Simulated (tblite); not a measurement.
Parent: `[cH:1]1[cH:2][n:3][n:4][n:5][cH:6]1`, C3H3N3.

The geometries are computed with GFN2-xTB (gas phase). One conformer each, not checked by frequencies here.

| coordinate of the parent | value |
| --- | --- |
| C1–C2 | 1.389 Å |
| C2–N3 | 1.326 Å |
| N3–N4 | 1.289 Å |
| N4–N5 | 1.289 Å |
| N5–C6 | 1.326 Å |
| C1–C6 | 1.389 Å |
| C2–C1–C6 | 114.5° |
| C1–C2–N3 | 121.1° |
| C2–N3–N4 | 120.4° |
| N3–N4–N5 | 122.5° |
| N4–N5–C6 | 120.4° |
| C1–C6–N5 | 121.1° |

Task: How does the shared frame change in `[CH2:1]=[CH:2][c:3]1[cH:4][cH:5][n:6][n:7][n:8]1` with C1–C2–C3–C4 180°, C5H5N3? Atoms pair as C1 = C4, C2 = C3, N3 = N8, N4 = N7, N5 = N6, C6 = C5 (parent first).

Result: 
```
  parent  relative  value in the relative  change
   C1–C2     C4–C3                1.399 Å  +0.010
   C2–N3     C3–N8                1.340 Å  +0.014
   N3–N4     N8–N7                1.283 Å  -0.006
   N4–N5     N7–N6                1.292 Å  +0.003
   N5–C6     N6–C5                1.328 Å  +0.002
   C1–C6     C4–C5                1.384 Å  -0.005
C2–C1–C6  C3–C4–C5                 115.4°    +0.9
C1–C2–N3  C4–C3–N8                 119.4°    -1.7
C2–N3–N4  C3–N8–N7                 121.1°    +0.7
N3–N4–N5  N8–N7–N6                 122.9°    +0.4
N4–N5–C6  N7–N6–C5                 119.9°    -0.5
C1–C6–N5  C4–C5–N6                 121.3°    +0.2
```

Of the parent's bonds, C2–N3 changes most (+0.014 Å). Bonds of the relative outside the shared frame: C1=C2 1.328, C2–C3 1.454 Å. Point group C2v → Cs.

Task: How does the shared frame change in `[CH3:1][CH2:2][c:3]1[cH:4][cH:5][n:6][n:7][n:8]1` with C1–C2–C3–C4 83°, C5H7N3? Atoms pair as C1 = C4, C2 = C3, N3 = N8, N4 = N7, N5 = N6, C6 = C5 (parent first).

Result: 
| parent | relative | value in the relative | change |
| --- | --- | --- | --- |
| C1–C2 | C4–C3 | 1.395 Å | +0.006 |
| C2–N3 | C3–N8 | 1.332 Å | +0.006 |
| N3–N4 | N8–N7 | 1.288 Å | -0.001 |
| N4–N5 | N7–N6 | 1.289 Å | 0.000 |
| N5–C6 | N6–C5 | 1.328 Å | +0.002 |
| C1–C6 | C4–C5 | 1.385 Å | -0.004 |
| C2–C1–C6 | C3–C4–C5 | 115.3° | +0.8 |
| C1–C2–N3 | C4–C3–N8 | 119.7° | -1.4 |
| C2–N3–N4 | C3–N8–N7 | 121.1° | +0.7 |
| N3–N4–N5 | N8–N7–N6 | 122.7° | +0.2 |
| N4–N5–C6 | N7–N6–C5 | 120.0° | -0.4 |
| C1–C6–N5 | C4–C5–N6 | 121.2° | +0.1 |

Of the parent's bonds, C1–C2 and C2–N3 change most and about equally (+0.006 Å). Bonds of the relative outside the shared frame: C1–C2 1.531, C2–C3 1.494 Å. Point group C2v → C1.
